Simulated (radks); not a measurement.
Trend from Be2+ to Ne2+: ionisation energy by Delta-SCF between NIST ground configurations, and size. All-electron calculation, Dirac Kohn-Sham, PBE, spin-unpolarised, spherical densities, finite nucleus; open shells fill j = l - 1/2 first; Fermi nuclear charge, rms radius of each element as measured or else 0.836 A^(1/3) + 0.57 fm. Program: a radial shooting solver on a logarithmic mesh with Libxc functionals.

Be2+: configuration [He]; configuration of the ion 1s1; IE (eV) 158.78; NIST (eV) 153.90; kind theory; r at 0.001 e/bohr^3 (bohr) 1.47
B2+: configuration [He] 2s1; configuration of the ion [He]; IE (eV) 37.495; NIST (eV) 37.931; kind exp.; r at 0.001 e/bohr^3 (bohr) 2.88
C2+: configuration [He] 2s2; configuration of the ion [He] 2s1; IE (eV) 48.194; NIST (eV) 47.888; kind exp.; r at 0.001 e/bohr^3 (bohr) 2.79
N2+: configuration [He] 2s2 2p1; configuration of the ion [He] 2s2; IE (eV) 47.102; NIST (eV) 47.445; kind semi-emp.; r at 0.001 e/bohr^3 (bohr) 2.69
O2+: configuration [He] 2s2 2p2; configuration of the ion [He] 2s2 2p1; IE (eV) 53.897; NIST (eV) 54.936; kind semi-emp.; r at 0.001 e/bohr^3 (bohr) 2.58
F2+: configuration [He] 2s2 2p3; configuration of the ion [He] 2s2 2p2; IE (eV) 60.590; NIST (eV) 62.708; kind semi-emp.; r at 0.001 e/bohr^3 (bohr) 2.47
Ne2+: configuration [He] 2s2 2p4; configuration of the ion [He] 2s2 2p3; IE (eV) 67.366; NIST (eV) 63.423; kind exp.; r at 0.001 e/bohr^3 (bohr) 2.38

Reference values: NIST Atomic Spectra Database (exp. = measured, semi-emp. = semi-empirical, theory = theoretical value adopted there). Spin polarisation and multiplet splitting are left out, so open shells lie too high by an amount that depends on their filling.

Beside tabulated values, note that spin-unpolarised runs miss the spin-polarisation part of the exchange energy of open shells.
